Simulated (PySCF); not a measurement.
These compounds are isomers of formula C7H10F2Si.

A. SMILES [C@H]12C(C(F)F)=C[SiH2][C@H](C1)C2
B. SMILES [C@H]1(C(F)F)C[Si@](C#C)(C)C1
C. SMILES C1[C@@](C)([SiH2]F)C=CC(F)=C1

Spectrum 1. ¹³C{¹H} NMR (computed): δ 127.1 (CH), 106.2 (CH), 91.5 (C), 37.2 (CH), 20.0 (CH2), 1.0 (CH3).

Spectrum 2. ¹³C{¹H} NMR (computed): δ 174.0 (C), 120.5 (CH), 119.6 (CH), 36.5 (CH2), 35.6 (CH), 17.1 (CH).

Spectrum 3. ¹³C{¹H} NMR (computed): δ 169.2 (C), 142.8 (CH), 128.8 (CH), 107.9 (CH), 33.3 (CH2), 32.1 (C), 24.4 (CH3).

[PySCF 2.14: GFN2-xTB structure; NMR shieldings at PBE0/pcSseg-1/GIAO; equivalent nuclei averaged; no solvent; non-relativistic; a single conformation]

Shifts are taken against calculated references (same method and geometry level): TMS for ¹³C. Splittings of carbon signals by F and P are missing where no couplings were computed. Shifts are as computed. Against solution values, carbons near 30 ppm lie about +3 ppm off and those near 130 ppm about +5 ppm. Of 1309 compounds with measured shifts, 239 miss one by over three times the rms of a fit or turn the order of signals round; such compounds aren't used in these exercises.

Match each spectrum to its structure.

## Answers

1–B, 2–A, 3–C.

- Spectrum 1 (B): 6 ¹³C signals; δC 127.1 is an sp3 CH bonded to 2 F; δC 91.5 is an alkyne carbon.
- Spectrum 2 (A): 6 ¹³C signals; δC 120.5 is an alkene CH; δC 119.6 is an allylic sp3 CH bonded to 2 F.
- Spectrum 3 (C): 7 ¹³C signals; δC 142.8 is an alkene CH; δC 128.8 is an alkene CH.
